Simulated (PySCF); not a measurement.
# Basis and Hamiltonian dependence of the excitation energy of In

In [Kr] 4d10 5s2 5p1 (2P) → In [Kr] 4d10 5s1 5p2 (4P). All values are computed (PySCF 2.14, energy differences of UHF-based or UKS calculations, no spin-orbit coupling). Values in eV.

```csv
basis,Hamiltonian,functions,UHF,r2SCAN,PBE0,MP2 (valence),CCSD(T) (valence),CCSD(T) (valence and next inner shell)
aug-cc-pwCVDZ-PP with ECP28MDF,ECP,48,2.917,4.311,4.386,3.493,3.753,4.249
aug-cc-pVTZ-PP with ECP28MDF,ECP,55,2.890,4.284,4.366,3.517,3.749,n/a
aug-cc-pVTZ-DK3,spin-free X2C,68,2.891,4.204,4.316,3.514,3.746,n/a
"x2c-TZVPPall with one added diffuse shell each of s, p, d, f type",spin-free X2C,76,2.917,4.214,4.323,3.530,3.762,4.283
def2-QZVPPD with the def2 core potential (28 electrons),ECP,88,2.884,4.292,4.369,3.550,3.761,n/a
aug-cc-pVQZ-PP with ECP28MDF,ECP,92,2.885,4.293,4.369,3.552,3.761,n/a
aug-cc-pwCVTZ-PP with ECP28MDF,ECP,96,2.884,4.292,4.371,3.532,3.755,n/a
aug-cc-pVQZ-DK3,spin-free X2C,102,2.889,4.203,4.314,3.552,3.761,n/a
x2c-QZVPPall,spin-free X2C,112,2.888,4.213,4.322,3.547,3.758,n/a
"aug-cc-pVQZ-PP with one added diffuse shell each of s, p, d, f, g type with ECP28MDF",ECP,117,2.885,4.293,4.369,3.552,n/a,n/a
"aug-cc-pwCVTZ-DK3 with one added diffuse shell each of s, p, d, f type",spin-free X2C,125,2.885,4.209,4.319,3.529,n/a,n/a
"x2c-QZVPPall with one added diffuse shell each of s, p, d, f type",spin-free X2C,128,2.889,4.213,4.322,3.548,n/a,n/a
dyall-av2z,non-relativistic,130,2.352,3.567,3.701,2.932,3.219,n/a
```

Problem. Estimate the row for aug-cc-pVTZ-PP with one added diffuse shell each of d, f type with ECP28MDF (ECP, 67 functions).

Solution. From the rows with the same Hamiltonian and similar size; the calculation gives UHF 2.89; r2SCAN 4.28; PBE0 4.37; MP2 (valence) 3.52; CCSD(T) (valence) 3.75 (eV).

Frozen in the all-electron rows: valence: [Kr] 4d10; valence and next inner shell: [Ar] 3d10; with a core potential, the same shells as far as they lie outside it.

Non-relativistic rows lack the scalar-relativistic shift.

Reference for a calculation without spin-orbit coupling: 4.350 eV (measured, between term centres; NIST).
